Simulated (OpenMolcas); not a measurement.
Ru4+ among 6 point charges of -1 e arranged as a trigonal antiprism (D3d), 1.7 Å from the ion, with a polar angle of 60.2° against the regular 54.74°.

```json
{"Program": "OpenMolcas 26.06", "Method": "CASSCF", "Basis": "ANO-RCC-VDZP [6s5p3d1f]", "Scalar Hamiltonian": "DKH2, point nucleus", "Active space": "4 electrons in 5 orbitals (4d)", "State averaging": "2S+1 = 5 even, 5 roots; 2S+1 = 3 even, 45 roots; 2S+1 = 1 even, 50 roots", "Spin-orbit coupling": "RASSI with atomic mean-field integrals over the reference wave functions"}
```

**Question.** What is the spin-free ground state (labels of D3, the rotations of D3d)?

**Answer.** 5E, 2-fold in its orbital part, 100 % from free-ion D terms; it has the highest spin that d4 allows.

**Question.** Where is the first state of the same spin?

**Answer.** 5E at 8440 cm-1 above the ground state.

**Question.** What are the lowest two levels with spin-orbit coupling?

**Answer.** A 1-fold level A1, then a 1-fold level A2 41.5 cm-1 above it. Their leading multiplicities are 5 (98 %) and 5 (98 %).

**Question.** What is χT at 300 K, and how does it compare with the textbook value?

**Answer.** The lowest level has 2S+1 = 5, for which the spin-only value is χT = S(S+1) / 2 = 3.000 cm3 K/mol (g = 2). The computed 1.611 at 300 K differs by -1.389, through orbital momentum, spin-orbit coupling and any other state in reach.

An orbital doublet at a regular site is open to a Jahn-Teller distortion, which this geometry leaves out. Without dynamic correlation the repulsion within the d shell is too large (B by tens of per cent), so at a given field states of lower spin stand too high. This shell can be high or low spin here, a state of another spin lies low, and with metal d orbitals alone active their balance is uncertain, so the ground spin may be wrong. Point charges give a weaker field than real ligands, and real ions of this kind are as a rule low spin; the high spin found here belongs to the model. This is an electrostatic model: the charges have no orbitals. No measured value stands beside these numbers.
